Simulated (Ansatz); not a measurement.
The cluster Sr5S5. The state is a triplet with charge 0. Geometry PBE-D4/def2-SVP, that of the charge -1 doublet; atoms count from 1.

```tsv
atom	x (Å)	y (Å)	z (Å)
Sr1	1.9211	0.2336	-0.1351
Sr2	-0.8608	-1.6791	0.4740
Sr3	-0.7755	0.1614	-3.0542
Sr4	1.1829	-0.4628	3.8707
Sr5	-1.5935	2.2897	-0.0609
S6	1.7876	-2.0477	1.7516
S7	0.5831	2.3014	-1.8095
S8	-0.2448	0.9516	1.9223
S9	-2.7856	-0.0197	-1.0799
S10	0.7854	-1.7285	-1.8790
```

In the def2 sets Sr takes a core potential; there is no spin–orbit coupling. At PBE0-D4/def2-TZVPD a singlet of charge 0 lies 1.95 eV below the triplet at the same geometry. The structure comes from a short search, and lower isomers may exist.

**Question.** Estimate the Mulliken populations from the PBE0/def2-TZVPD orbitals of Ansatz.

**Answer.** 
```csv
atom,charge (e),spin (α − β)
Sr1,1.45,-0.01
Sr2,1.46,-0.01
Sr3,1.64,0.02
Sr4,0.90,1.04
Sr5,1.61,0.01
S6,-1.16,0.51
S7,-1.51,0.04
S8,-1.49,0.03
S9,-1.51,0.04
S10,-1.38,0.33
```
Mulliken values depend strongly on the basis. With diffuse functions, as here, like atoms can get unlike values, and bond orders can come out too low or too high.

**Question.** Where does the spin sit?

**Answer.** Summed by element: Sr 1.05, S 0.95, of 2 unpaired in all. Largest on single atoms: Sr4 1.04, S6 0.51, S10 0.33.
